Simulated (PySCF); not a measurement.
## MoH3, quartet: data card

These are results of UPBE0 in PySCF with Mo def2-TZVP with ECP28, H def2-TZVP; scalar-relativistic core potentials, no spin–orbit coupling; density-fitted integrals, not measurements.

The structure is a saddle point with 1 imaginary mode.

```xyz
4
charge 0 multiplicity 4, angstrom
Mo   -0.0063    0.0000   -0.0034
H     0.6151    0.0000    1.5815
H     1.6577    0.0000   -0.3630
H    -1.6148    0.0000   -0.8658
```

```
Point group                                                                   : C2v
Bond lengths                                                                  : Mo–H 1.702 Å (×2), Mo–H 1.825 Å
Bond angles                                                                   : H–Mo–H 80.8°, H–Mo–H 139.6° (×2)
Dipole moment                                                                 : 0.26 D
Zero-point energy (real modes)                                                : 37.2 kJ/mol
Spin squared ⟨S²⟩                                                             : 3.795
Highest occupied level (α)                                                    : -6.00 eV
Rotational constants                                                          : 6.872, 2.501, 1.834 cm⁻¹
Lowest empty level (α)                                                        : -4.56 eV
Principal polarisabilities                                                    : 32.9, 50.7, 53.4 bohr³
Atomisation energy without zero-point energy                                  : 549 kJ/mol
Principal quadrupole moments (Buckingham, traceless) about the centre of mass : -10.78, 0.80, 9.98 D Å
```

Harmonic modes (masses in u: Mo 97.905, H 1.008):
| symmetry | ω (cm⁻¹) | IR (km/mol) |
| --- | --- | --- |
| b1 | 998i | – |
| b2 | 368 | 136 |
| a1 | 559 | 34.8 |
| a1 | 1556 | 471 |
| b2 | 1822 | 153 |
| a1 | 1915 | 80.2 |

In C2v the vibrations span b1 + 2b2 + 3a1. Here b1 is antisymmetric to the molecular plane and b2 lies in it.

Charges (e):
```csv
atom,Mulliken,Löwdin,polar tensor,spin (Mulliken),Mayer order to Mo1
Mo1,0.33,0.27,1.10,3.28,–
"H2,3",-0.07,-0.05,-0.28,-0.13,0.95
H4,-0.19,-0.17,-0.54,-0.02,0.96
```

Mulliken populations on Mo1 (electrons outside its core potential): s 2.64, p 6.57, d 4.45, f 0.01.

Other isomers or separated fragments may lie lower. Other spin states or occupations of the open shell can lie lower. At this level a quartet minimum of C3v symmetry lies 159 kJ/mol below this structure.

The final relaxation and frequency run took 27 s on 2 threads of a shared Arm Neoverse V2 host, with 58 basis functions and 14 gradients; the process peaked at 0.75 GiB.
